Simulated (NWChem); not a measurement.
C2H4FNOSi; SMILES F[Si@@H]1CN=CO1

```xyz
10

F      0.0244     1.9382    -0.6598
Si     0.0593     0.7567     0.4462
C      1.2977    -0.6101     0.0689
N      0.4608    -1.7288    -0.3620
C     -0.7760    -1.4728    -0.2589
O     -1.2578    -0.2868     0.1964
H     -0.0443     1.4099     1.7678
H      1.9001    -0.9124     0.9429
H      2.0221    -0.3499    -0.7207
H     -1.5541    -2.1960    -0.5291
```
Atoms are numbered in this order, from 1.

Level: PBE0/def2-SVP (NWChem), optimised geometry, unscaled harmonic frequencies. 

**Question.** List the harmonic frequencies with IR intensities, and the thermochemistry.

**Answer.** 
```csv
frequency (cm⁻¹),IR intensity (km/mol)
123,3.3
214,4.4
293,6.4
478,13.1
509,50.8
659,28.8
724,28.1
744,11.7
773,42.9
861,9.4
893,57.0
948,215.2
970,8.8
989,9.6
1164,251.6
1178,20.4
1223,15.8
1350,0.7
1400,6.3
1744,156.6
2322,108.5
3073,4.2
3125,0.8
3216,9.5
```

```json
{
 "zero_point_energy": "41.4 kcal/mol",
 "thermal correction to the enthalpy at 298.15 K (with zero-point energy)": "45.6 kcal/mol",
 "heat capacity Cv": "20.3 cal/(mol K)",
 "entropy at 298.15 K and 1 atm (symmetry number 1)": "76.3 cal/(mol K)",
 "dipole_moment": "1.57 D"
}
```

Rigid rotor and harmonic oscillator.
